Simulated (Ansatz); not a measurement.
`C[O][Sb]([Cl])[Cl]`. Total charge 0; spin multiplicity 1. Correlated methods include outer-core shells of Sb, which these sets cover unevenly. Sb: def2 effective core potential.

Z-matrix (Å, degrees):
```
C
O 1 1.416
H 1 1.094 2 111.3
H 1 1.094 2 111.3 3 121.8
H 1 1.091 2 107.2 3 -119.1
Sb 2 1.925 1 124.4 3 -60.5
Cl 6 2.351 2 98.1 1 -48.6
Cl 6 2.351 2 98.1 1 48.7
```

Problem. Give the diagnostics of a CCSD(T)/def2-TZVPP run (frozen core, the Gaussian-basis code of Ansatz). (An estimate is asked.)

Solution. Ansatz gave: T1 = 0.0134, largest single amplitude 0.030, largest double 0.043, (T) share of the correlation energy 3.8 %, 10 CCSD cycles. The RHF solution is stable towards an unrestricted one. T1 lies under the customary mark of 0.02 for closed shells.
